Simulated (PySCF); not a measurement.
The numbers are results of PBE-D3(BJ)/def2-TZVP // PBE0-D4/def2-TZVP (PySCF), not measurements. Gas-phase values, no solvent. One relaxed conformer stands for a flexible species; it need not be the lowest. Excitations are Tamm–Dancoff values on a coarser integration grid. The basis has no diffuse functions, so Rydberg states are missing or too high.

Reference species (SMILES): `Cl[SiH2]F` (neutral, multiplicity 1).

- S1–T1 gap (TDA) = 0.32 eV
- S1 oscillator strength = 0.004

Changed species: `[SiH3]O[SiH2]Cl` (Si–O–Si–Cl torsion 41°) (X = siloxy; the reference has X = fluoro).

### Question
What does the change do to the S1–T1 gap (TDA) and S1 oscillator strength?

### Answer
the S1–T1 gap (TDA) decreases by 0.12 eV, to 0.20 eV; the S1 oscillator strength hardly moves.
